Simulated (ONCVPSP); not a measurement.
## molybdenum, ONCV: configuration errors across variants

* Element: Mo (Z = 42)
* Generator: ONCVPSP 4.0.1
* Type: optimised norm-conserving Vanderbilt (ONCV)
* Functional: LDA (Perdew-Wang 92)
* Relativity: non-relativistic
* Frozen core: [Ar] 3d10
* Valence charge: 14
* Reference configuration: 4s2 4p6 4d5 5s0.5 (charge +0.5)
* Partial waves: 4s+5s: rc 1.90 bohr, ncon 4, nbas 7, qcut 5.5 1/bohr, 2 projectors; 4p: rc 2.00 bohr, ncon 3, nbas 7, qcut 6.8 1/bohr, 2 projectors, debl 2.5 Ha; 4d: rc 1.55 bohr, ncon 4, nbas 9, qcut 5.5 1/bohr, 1 projector
* Local potential: polynomial inside 1.15 bohr (lpopt 5, dvloc0 -1 Ha)
* Core correction: Teter function, fcfact 3, rcfact 1

All-electron excitation energies from the reference (eV): (1) 4s2 4p6 4d5 5s1 -2.691; (2) 4s2 4p6 4d5 5s0 4.105; (3) 4s2 4p6 4d4 5s0 20.023; (4) 4s2 4p6 4d3 5s0 47.335.

Errors AE − PS in meV (a dash: test not solved or not reliable):

```tsv
change	(1)	(2)	(3)	(4)	bound ghosts	GHOST(+) flags above zero
base	-0.1	-0.3	+1.3	+14	none	s
core correction Teter function, fcfact 3, rcfact 1.08	-0.1	-0.3	+1.3	+14	none	s
core correction Teter function, fcfact 3, rcfact 1.26	-0.1	-0.3	+1.2	+14	none	s
core correction Teter function, fcfact 3, rcfact 1.38	-0.2	-0.3	+1.2	+13	none	s
core correction Teter function, fcfact 3, rcfact 1.66	-0.2	-0.4	+0.7	+7.4	none	s
core correction Teter function, fcfact 3, rcfact 1.76	-0.2	-0.4	+0.1	+2.7	none	s
core correction Teter function, fcfact 3, rcfact 1.86	-0.3	-0.5	-0.8	-4.5	none	s
core correction Teter function, fcfact 3, rcfact 2.06	-0.4	-0.6	-4.8	-31	none	s
```

Give the same row for: core correction Teter function, fcfact 3, rcfact 1.52.

-0.2, -0.3, +1.0, +11; bound ghosts: none; GHOST(+) flags above zero: s.
